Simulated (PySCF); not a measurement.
CH$_{5}$NTe (SMILES C[Te]N), singlet, at a GFN2-xTB geometry (all electrons, no relativity), with bond 3-2 at 2.4 times its length. Base run: CASSCF(4,5)/STO-3G in PySCF.

Here is a job for PySCF.
```python
from pyscf import gto, scf, mcscf
import numpy

mol = gto.Mole()
mol.atom = '''
    Te    0.095049   -0.062731    0.367039
    C     0.180361    1.647870   -0.964980
    H    -2.203811    2.268852   -1.794504
    H     0.818035    1.433381   -1.813880
    H     0.592972    2.477015   -0.407373
    N    -0.702389   -1.402912   -0.957249
    H    -0.103160   -1.528468   -1.763124
    H    -1.602776   -1.093379   -1.300421
'''
mol.basis = 'sto-3g'
mol.charge = 0
mol.spin = 0
mol.verbose = 4
mol.build()

mf = scf.RHF(mol)
mf.kernel()
mc = mcscf.CASSCF(mf, 5, 4)
mc.fix_spin_(ss=0.0)
mc.kernel()
occ = numpy.linalg.eigvalsh(mc.fcisolver.make_rdm1(mc.ci, mc.ncas, mc.nelecas))[::-1]
ss = mc.fcisolver.spin_square(mc.ci, mc.ncas, mc.nelecas)[0]
print('natural occupations', occ.round(4), ' <S^2>', round(ss, 4))
```

Each row names what was changed in the base input (with any setting that the change needs).

| change | ΔE vs base (kcal/mol) | natural occupations | <S^2> of the state |
|---|---|---|---|
| base | 0.000 | 1.96 1.32 0.68 0.04 0.00 | 0.00 |
| orbitals = fixed (CASCI) | 25.49 | 1.99 1.35 0.65 0.01 0.00 | 0.00 |
| active space = 2 electrons, 3 orbitals | 12.66 | 1.31 0.69 0.00 | 0.00 |
| fix_spin_ = off | 0.000 | 1.96 1.32 0.68 0.04 0.00 | 0.00 |
| start = MP2 natural orbitals | -0.054 | 1.96 1.32 0.68 0.04 0.00 | 0.00 |
| active space = 8 electrons, 9 orbitals | -26.19 | 1.98 1.96 1.95 1.32 0.68 0.04 0.04 0.02 0.00 | 0.00 |
| conv_tol = 1e-5 | 0.000 | 1.96 1.32 0.68 0.04 0.00 | 0.00 |
| orbitals = fixed (CASCI); correction = SC-NEVPT2 | -52.10 | 1.99 1.35 0.65 0.01 0.00 | 0.00 |
| solver = newton | 0.000 | 1.96 1.32 0.68 0.04 0.00 | 0.00 |
| correction = SC-NEVPT2 | -57.61 | 1.96 1.32 0.68 0.04 0.00 | 0.00 |
| state_average = 2 states | 16.24 | - | - |

Active orbitals are taken around the Fermi level unless the row says otherwise; CASSCF can end in different local minima, and two programs can end on different orbitals. State-averaged rows give the lowest state.
